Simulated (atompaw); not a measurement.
What one change does to a pseudopotential (W, PAW (atompaw))

tungsten (W), PAW, made with atompaw 4.2.0.5 (PBEsol, scalar-relativistic). Core [Kr] 4d10 4f14 5s2, reference 5p6 5d4 6s2 6p0. Waves: 6s (bound): rc 2.65 bohr; 6s channel at 0.65 Ry: rc 2.65 bohr; 5p (bound): rc 1.35 bohr; 6p (bound, empty): rc 2.65 bohr; 5d (bound): rc 2.45 bohr; 5d channel at 0.55 Ry: rc 2.45 bohr. Local part: ultrasoft scheme with l = 3 at 0 Ry, radius 2.65 bohr. Core correction: smooth core density matched at 2.40 bohr. Augmentation charge: gaussian compensation charge, radius 2.45 bohr; PAW radius 2.65 bohr; waves and projectors: custom rrkj gramschmidtortho.

Change: all radii scaled by about 1.25 (s 3.32, p 1.68, d 3.06 bohr); local potential ultrasoft scheme with l = 3 at 0 Ry, radius 3.32 bohr; augmentation gaussian compensation charge, radius 3.06 bohr; PAW radius 3.32 bohr; waves and projectors: custom rrkj gramschmidtortho; core correction smooth core density matched at 3.00 bohr.

Cutoffs: the cutoffs (Ry, on a coarse ladder) from which the occupation-weighted sum of valence levels, in a spherical-Bessel basis at the reference potential, stays within 10 and 1 mRy of its value at 400 Ry; they do not see the model core or the augmentation charge, which bear on the density cutoff.

**Question.** What does the change do?

**Answer.** The potential gets softer (40 Ry and 80 Ry → 30 Ry and 50 Ry); neither file shows a bound ghost. A larger radius leaves more room for a smooth pseudo-wave, so fewer plane waves are needed.

```csv
quantity,base,changed
"cutoff, loose",40 Ry,30 Ry
"cutoff, tight",80 Ry,50 Ry
loose cutoff by channel (10 mRy a level),"s 6 Ry, p 35 Ry, d 15 Ry","s 6 Ry, p 25 Ry, d 8 Ry"
bound ghosts,none,none
lowest overlap eigenvalue by channel,"s 0.43, p 0.48, d 0.75","s 0.39, p 0.51, d 0.15"
```

 The cutoffs see the waves, projectors and local potential, not the compensation charge or the core.
